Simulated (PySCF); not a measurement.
## Peak assignment

Geometry:
| atom | x (Å) | y (Å) | z (Å) |
| --- | --- | --- | --- |
| C1 | 4.606 | 0.903 | 0.245 |
| C2 | 3.260 | 0.354 | 0.304 |
| C3 | 2.137 | -0.109 | 0.364 |
| C4 | 0.805 | -0.637 | 0.387 |
| C5 | 0.330 | -1.509 | -0.826 |
| Si6 | -0.561 | 0.093 | -0.683 |
| N7 | -2.226 | 0.146 | -0.246 |
| C8 | -2.824 | 1.378 | 0.207 |
| C9 | -3.030 | -1.027 | -0.014 |
| H10 | 4.795 | 1.586 | 1.089 |
| H11 | 4.763 | 1.476 | -0.683 |
| H12 | 5.372 | 0.112 | 0.279 |
| H13 | 0.491 | -1.036 | 1.362 |
| H14 | -0.153 | -2.455 | -0.555 |
| H15 | 1.074 | -1.640 | -1.619 |
| H16 | -0.173 | 1.248 | -1.527 |
| H17 | -2.197 | 2.240 | -0.068 |
| H18 | -3.816 | 1.529 | -0.258 |
| H19 | -2.964 | 1.406 | 1.306 |
| H20 | -4.020 | -0.925 | -0.496 |
| H21 | -2.546 | -1.919 | -0.436 |
| H22 | -3.208 | -1.215 | 1.064 |

Single conformer, non-relativistic, equivalent nuclei averaged, no solvent model. σ from GIAO-PBE0/pcSseg-1; geometry from PBE0-D3(BJ)/def2-SVP; PySCF 2.14.0 with density-fitted response routines.

Chemical shifts δ = σref − σ; 13C (σref 184.41) and 1H (σref 31.27) vs TMS, all at this level.

Question: Assign these signals to the numbered atoms. 13C{1H} NMR (computed): δ 86.9, 76.4, 39.3, 5.1, 4.5, 2.0.

Answer: 
```tsv
δ (ppm)	atoms	environment	reason
86.9	C3	alkyne carbon	the triple bond shields along its axis, which puts it between sp3 and sp2 carbons
76.4	C2	alkyne carbon	–
39.3	C8/C9	methyl carbon bonded to N	deshielded by the electronegative neighbour
5.1	C1	propargylic methyl carbon	aliphatic region, no heteroatom directly attached
4.5	C5	three-membered-ring carbon	carbons of three-membered rings are unusually shielded
2.0	C4	three-membered-ring carbon	–
```

C1 and C5 lie closer than the usual error of such a calculation, so a measured spectrum could show them in the other order.

Question: Assign these signals to the numbered atoms. 1H NMR (400 MHz, computed): δ 4.19 (m, 1H), 2.43 (s, 6H), 1.78 (s, 3H), 1.38 (m, 1H), 1.11 (m, 1H), 0.57 (m, 1H).

Answer: 
```tsv
δ (ppm)	atoms	environment	reason
4.19	H16	hydrogen on a silicon bonded to 2 C, N, in a 3-membered ring	–
2.43	H17/H18/H19/H20/H21/H22	hydrogen on a methyl carbon bonded to N	its carbon carries N, an electronegative neighbour
1.78	H10/H11/H12	hydrogen on a propargylic methyl carbon	–
1.38	H13	hydrogen on a three-membered-ring carbon	cyclopropane-type protons are shielded by the ring
1.11	H14	hydrogen on a three-membered-ring carbon	–
0.57	H15	hydrogen on a three-membered-ring carbon	–
```

Shifts are as computed. Against solution values, carbons near 30 ppm lie about +2 ppm off and those near 130 ppm about +5 ppm. Of 1309 compounds with measured shifts, 239 miss one by over three times the rms of a fit or turn the order of signals round; such compounds aren't used in these exercises. No couplings were computed; multiplicities are counted from neighbouring protons, with m where these are inequivalent, close in shift, in a saturated or five-membered ring or joined by F or P, and br s for small geminal =CH2 splittings.
